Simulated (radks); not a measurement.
Values are calculated unless marked as measured or tabulated.
Valence configurations of the copper ion Cu2+ (all share [Ar]). Level of theory: Dirac Kohn-Sham, PBE, spin-unpolarised, spherical densities, finite nucleus; open shells fill j = l - 1/2 first; Fermi nuclear charge, rms radius 3.8823 fm (a radial shooting solver on a logarithmic mesh with Libxc functionals). Energies are relative to 3d9; eigenvalues in eV.

| valence | E (eV) | e(3d3/2) | e(3d5/2) | e(4p1/2) | e(4p3/2) | e(4s1/2) |
|---|---|---|---|---|---|---|
| 3d9 | 0.000 | -29.795 | -29.495 | - | - | - |
| 3d8.5 4s0.5 | 4.104 | -33.100 | -32.788 | - | - | -23.476 |
| 3d8.5 4p0.5 | 7.670 | -33.828 | -33.515 | -16.764 | - | - |
| 3d8 4s1 | 9.348 | -36.644 | -36.320 | - | - | -24.626 |
| 3d7.5 4s1.5 | 15.831 | -40.410 | -40.073 | - | - | -25.801 |
| 3d8 4p1 | 16.791 | -38.067 | -37.742 | -17.975 | - | - |
| 3d7.5 4s1 4p0.5 | 19.685 | -41.115 | -40.777 | -18.477 | - | -26.211 |
| 3d7 4s2 | 23.654 | -44.381 | -44.031 | - | - | -26.980 |
| 3d6.5 4s2 4p0.5 | 37.063 | -49.217 | -48.853 | -20.213 | - | -28.535 |
| 3d6 4p3 | 70.096 | -56.778 | -56.397 | -22.606 | -22.324 | - |

NIST lists [Ar] 3d9 as the ground configuration; this level of theory agrees among the configurations tried. The energies are those of spherical spin-averaged densities, not of single terms.
